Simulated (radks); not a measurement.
Values are calculated unless marked as measured or tabulated.
Question: Zr4+, configuration [Kr] (the NIST ground configuration). Level of theory: scalar-relativistic Kohn-Sham, SCAN, spin-polarised, spherical densities, finite nucleus; meta-GGA in the generalised Kohn-Sham scheme; Fermi nuclear charge, rms radius 4.2694 fm (a radial shooting solver on a logarithmic mesh with Libxc functionals). Some entries of the table are withheld. Estimate them.

orbital,occ.,eigenvalue (hartree),<r^2> (bohr^2),r(max) (bohr)
1s,2,(1),0.001854,0.02414
2s,2,-93.02446,(2),(3)
2p,6,-83.01748,(4),0.1095
3s,2,(5),0.2396,0.4075
3p,6,-13.45693,0.2478,0.4020
3d,10,-8.08002,0.2470,(6)
4s,2,-3.57133,1.605,1.072
4p,6,-2.70451,1.960,1.162

Answer: 
(1) 1s eigenvalue (hartree): -658.1386
(2) 2s <r^2> (bohr^2): 0.03112
(3) 2s r(max) (bohr): 0.1368
(4) 2p <r^2> (bohr^2): 0.02456
(5) 3s eigenvalue (hartree): -16.75283
(6) 3d r(max) (bohr): 0.3482
